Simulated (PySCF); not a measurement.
C, charge -1, quartet (in this run its highest filled SCF level lies above zero, so its values depend strongly on the basis, on diffuse functions most of all); M062X/cc-pVTZ run with PySCF.

PySCF was given this input:
```python
from pyscf import gto, scf, dft

mol = gto.Mole()
mol.atom = '''
    C     0.000000    0.000000    0.000000
'''
mol.basis = 'cc-pvtz'
mol.charge = -1
mol.spin = 3
mol.verbose = 4
mol.build()

mf = dft.UKS(mol)
mf.xc = 'm062x'
mf.conv_tol = 1e-6
mf.kernel()
mf.analyze()
```

Output, abridged:

```
PySCF version 2.14.0

[INPUT] verbose = 4
[INPUT] num. atoms = 1
[INPUT] num. electrons = 7
[INPUT] charge = -1
[INPUT] spin (= nelec alpha-beta = 2S) = 3
[INPUT] symmetry False subgroup None
[INPUT] Mole.unit = angstrom
[INPUT] Symbol           X                Y                Z      unit          X                Y                Z       unit  Magmom
[...]
nuclear repulsion = 0
number of shells = 9
number of NR pGTOs = 42
number of NR cGTOs = 30
basis = cc-pvtz
ecp = {}

******** <class 'pyscf.dft.uks.UKS'> ********
method = UKS
initial guess = minao
damping factor = 0
level_shift factor = 0
DIIS = <class 'pyscf.scf.diis.CDIIS'>
diis_start_cycle = 1
diis_space = 8
diis_damp = 0
SCF conv_tol = 1e-06
SCF conv_tol_grad = None
SCF max_cycles = 50
direct_scf = True
direct_scf_tol = 1e-13
number electrons alpha = 5  beta = 2
XC library pyscf.dft.libxc version 7.1.2
    S. Lehtola, C. Steigemann, M. J. T. Oliveira, and M. A. L. Marques,  SoftwareX 7, 1–5 (2018)
XC functionals = m062x
    Y. Zhao and D. G. Truhlar,  Theor. Chem. Acc. 120, 215 (2008)
    Y. Zhao and D. G. Truhlar,  Theor. Chem. Acc. 120, 215 (2008)
radial grids:
    Treutler-Ahlrichs [JCP 102, 346 (1995); DOI:10.1063/1.469408] (M4) radial grids

becke partition: Becke, JCP 88, 2547 (1988); DOI:10.1063/1.454033
pruning grids: <function nwchem_prune>
grids dens level: 3
symmetrized grids: False
atomic radii adjust function: <function treutler_atomic_radii_adjust>
small_rho_cutoff = 0
Set gradient conv threshold to 0.001
tot grids = 14120
init E= -37.6390848237757

cycle= 1 E= -37.86137739277  delta_E= -0.222  |g|= 0.111  |ddm|= 0.707
cycle= 2 E= -37.870261781618  delta_E= -0.00888  |g|= 0.0693  |ddm|= 0.295
cycle= 3 E= -37.8731527211643  delta_E= -0.00289  |g|= 0.0103  |ddm|= 0.0787
cycle= 4 E= -37.8732175122618  delta_E= -6.48e-05  |g|= 0.00153  |ddm|= 0.0123
cycle= 5 E= -37.8732198634095  delta_E= -2.35e-06  |g|= 0.000336  |ddm|= 0.00313
cycle= 6 E= -37.8732199736734  delta_E= -1.1e-07  |g|= 6.21e-06  |ddm|= 0.000837
Extra cycle  E= -37.8732199736824  delta_E= -9e-12  |g|= 1.38e-06  |ddm|= 6.18e-06
converged SCF energy = -37.8732199736824  <S^2> = 3.7531319  2S+1 = 4.0015657
**** SCF Summaries ****
Total Energy =                         -37.873219973682403
Nuclear Repulsion Energy =               0.000000000000000
One-electron Energy =                  -52.784604407688207
Two-electron Energy =                   14.911384434005804
Two-electron Coulomb Energy =           20.399143005296761
DFT Exchange-Correlation Energy =       -5.487758571290957
**** MO energy ****
                             alpha | beta                alpha | beta
[...]
To work with the spin densities directly, `use mulliken_meta_spin()` only printing them here.

 ** Mulliken spin pop alpha/beta on meta-lowdin orthogonal AOs **
 ** Mulliken Spin Density (per AO)  **
spin_pop of  0 C 1s       -0.00000
spin_pop of  0 C 2s        0.01078
spin_pop of  0 C 3s       -0.01082
spin_pop of  0 C 4s        0.00004
spin_pop of  0 C 2px       0.96035
spin_pop of  0 C 2py       0.96035
spin_pop of  0 C 2pz       0.96035
spin_pop of  0 C 3px       0.03560
spin_pop of  0 C 3py       0.03560
spin_pop of  0 C 3pz       0.03560
spin_pop of  0 C 4px       0.00406
spin_pop of  0 C 4py       0.00406
spin_pop of  0 C 4pz       0.00406
spin_pop of  0 C 3dxy      0.00000
spin_pop of  0 C 3dyz      0.00000
spin_pop of  0 C 3dz^2     0.00000
spin_pop of  0 C 3dxz      0.00000
spin_pop of  0 C 3dx2-y2    0.00000
spin_pop of  0 C 4dxy      0.00000
spin_pop of  0 C 4dyz      0.00000
spin_pop of  0 C 4dz^2     0.00000
spin_pop of  0 C 4dxz      0.00000
spin_pop of  0 C 4dx2-y2    0.00000
spin_pop of  0 C 4f-3      0.00000
spin_pop of  0 C 4f-2      0.00000
spin_pop of  0 C 4f-1      0.00000
spin_pop of  0 C 4f+0      0.00000
spin_pop of  0 C 4f+1      0.00000
spin_pop of  0 C 4f+2      0.00000
spin_pop of  0 C 4f+3      0.00000
 ** Mulliken Spin Density (per atom)  **
spin density of  0 C =      3.00000
 ** Mulliken pop alpha/beta on meta-lowdin orthogonal AOs **
 ** Mulliken pop       alpha | beta **
[...]
In total             5.00000 | 2.00000
 ** Mulliken atomic charges   ( Nelec_alpha | Nelec_beta ) **
charge of  0C =     -1.00000  (     5.00000      2.00000 )

WARN: System has nonzero charge -1; the dipole moment is origin-dependent.
Location of origin: [0. 0. 0.]

Dipole moment(X, Y, Z, Debye): -0.00000, -0.00000, -0.00000
```
